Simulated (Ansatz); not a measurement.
`COCBCl` + H–F → `COCBF` + HCl  (ligand exchange at a B–Cl bond)

Calculated with Ansatz (gas phase, PBE0-D4/def2-TZVP geometries, no zero-point term in ΔE). CCSD(T)/CBS is the MP2 limit (def2-TZVPP, def2-QZVPP) plus CCSD(T) − MP2 in def2-TZVPP, frozen cores. This one scheme is used for every species. Functionals use def2-TZVPP. B3LYP here is the variant with VWN-RPA as its local correlation; programs differ in this. Each species was taken in one conformer, which may not be the lowest.

```tsv
level	ΔE (kcal/mol)	difference from CCSD(T)/CBS
PBE-D4	-10.0	0.1
r2SCAN-D4	-11.3	-1.2
PBE0-D4	-10.0	0.1
B3LYP-D4	-12.0	-1.9
ωB97X-V	-11.9	-1.8
ωB97M-V	-11.7	-1.6
B2PLYP	-12.2	-2.1
PBE	-10.7	-0.6
r2SCAN	-11.5	-1.4
PBE0	-10.7	-0.6
B3LYP	-13.2	-3.1
HF/def2-TZVPP	-14.9	-4.8
MP2/def2-TZVPP	-9.6	0.5
SCS-MP2/def2-TZVPP	-11.1	-1.0
CCSD/def2-TZVPP	-11.8	-1.7
CCSD(T)/def2-TZVPP	-11.1	-1.0
HF/def2-QZVPP	-15.0	-4.9
MP2/def2-QZVPP	-9.0	1.1
SCS-MP2/def2-QZVPP	-10.6	-0.5
HF/CBS(def2)	-15.0	-4.9
MP2/CBS(def2)	-8.5	1.6
CCSD/CBS(def2)	-10.8	-0.7
CCSD(T)/CBS	-10.1	0
```

Largest T1 diagnostic among the species: 0.012.

In def2-TZVPP, CCSD(T) changes the Hartree–Fock value by +3.7 kcal/mol (the triples alone add +0.7 kcal/mol) and MP2 by +5.3 kcal/mol. The D4 term adds +1.2 kcal/mol with B3LYP and +0.7 kcal/mol with PBE0; it sums over pairs of atoms, weighted by their polarisabilities, and B3LYP, whose exchange is more repulsive, gets the larger term.

CCSD(T)/CBS has its own doubt, a few kJ/mol and more with outer-core shells, so smaller differences from it don't rank the levels.
